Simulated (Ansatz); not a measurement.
Input file for Ansatz (a quantum-chemistry and plane-wave program): U-CCSD(T)/cc-pVDZ on NH2 (SMILES [NH2+]), 2S+1 = 3, a spin state set in the input, which need not be the lowest. Charge +1.

Ansatz 0.2 input:
```yaml
crystal:
  periodic: [false, false, false]
  atoms:
    - {symbol: N, position_ang: [0.00013468, -0.05122920, 0.00000001]}
    - {symbol: H, position_ang: [-1.01097148, 0.17664562, -0.00000003]}
    - {symbol: H, position_ang: [1.01002872, 0.18195880, -0.00000003]}
basis:
  gaussian:
    orbitals: cc-pVDZ
total_charge: 1
magnetization: {spin_polarized: true, initial_magnetization: 2}
correlation: {method: ccsd_t, electrons: outside_noble_gas}
scf: {omitted_lower_state_checks: [cluster_reference]}
```

The log:

```
WARN ansatz: RAYON_NUM_THREADS=2 ignored (pool sized by the plan → 2); use --threads N
Functional definition: HF
these checks for a lower state are left out or cut short: cluster_reference
integrals: 0.00 GiB planned
224 factors; integrals over basis functions are off by at most 1.3e-3 eV
mean field: 0.04 GiB planned
mean field evaluation 1: about -1501.7381 eV, gradient 1.4e1 eV
mean field evaluation 2: about -1501.7381 eV, gradient 1.4e1 eV
mean field evaluation 4: about -1502.5974 eV, gradient 1.3e0 eV
mean field evaluation 8: about -1502.6157 eV, gradient 7.3e-5 eV
mean field -1502.61573878 eV, -55.2201098907 hartree, gradient 2.5e-6 eV, S^2 2.023070; 0 other end points of the search recorded, 0 dependent functions left out
1 core orbitals not correlated
reference -1502.61573878 eV, -55.2201098907 hartree; 4, 2 occupied and 19, 21 virtual orbitals, 224 factors
second order -2.76860864 eV of doubles, -0.00000000 eV of singles
coupled cluster: 0.05 GiB planned
cycle   1  -3.16844053 eV  change   -4.0e-1 eV  update   3.5e-2
cycle   2  -3.30065664 eV  change   -1.3e-1 eV  update   1.5e-2
cycle   3  -3.31471771 eV  change   -1.4e-2 eV  update   5.3e-3
cycle   4  -3.31654394 eV  change   -1.8e-3 eV  update   1.5e-3
cycle   5  -3.31685956 eV  change   -3.2e-4 eV  update   4.1e-4
cycle   6  -3.31696457 eV  change   -1.1e-4 eV  update   1.5e-4
cycle   7  -3.31698784 eV  change   -2.3e-5 eV  update   3.3e-5
cycle   8  -3.31698174 eV  change    6.1e-6 eV  update   6.8e-6
perturbative correction -0.04307853 eV, -0.0015831069 hartree
Total energy: -1505.97579906 eV, -55.3435898283 hartree
Checks for a lower state left out: cluster_reference
```

The run converged.

Cost: roughly 0.8 core-seconds.
